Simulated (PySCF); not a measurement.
## Pb2OF2 at several levels of theory

Computed with PySCF 2.14.0 (density fitting, no spin-orbit coupling) at the geometry relaxed with PBE0:

```xyz
5
Pb2OF2 (singlet)
Pb    0.2503    0.6023    2.0364
Pb    0.2503    0.6023   -2.0364
O     0.4168    1.0031    0.0000
F    -0.5410   -1.3018    1.9671
F    -0.5410   -1.3018   -1.9671
```

```tsv
level	basis	state	HOMO (eV)	gap (eV)	charge on Pb1 (e)	dipole about the centre of mass (D)	largest force component (eV/Å)
PBE0	Pb def2-SVP with ECP60, O def2-SVP, F def2-SVP	singlet	-7.33	4.99	0.87	5.96	0.01
TPSS	the same	singlet	-6.19	3.31	0.78	5.39	0.45
PBE0	Pb def2-TZVP with ECP60, O def2-TZVP, F def2-TZVP	singlet	-7.53	5.08	0.94	6.40	0.40
PBE0	Pb x2c-SVPall, O x2c-SVPall, F x2c-SVPall	singlet	-7.36	5.01	0.89	5.91	0.50
```

Charges are Mulliken's, which hang on the basis. The relaxation used the grid (50, 194), these runs (75, 302) or, all-electron (x2c bases, spin-free X2C Hamiltonian), (99, 590).

(1) A further run in the first row's basis gives HOMO (eV) -6.02, gap (eV) 3.09, charge on Pb1 (e) 0.73, dipole about the centre of mass (D) 5.22, largest force component (eV/Å) 0.85. Which level was it?
A. TPSSh
B. B3LYP
C. BLYP

A rough frequency check found unstable modes, so the relaxed geometry is probably a saddle point.

## Answers

(1) C. The others give HOMO -7.14 eV (B3LYP); -6.66 eV (TPSSh).
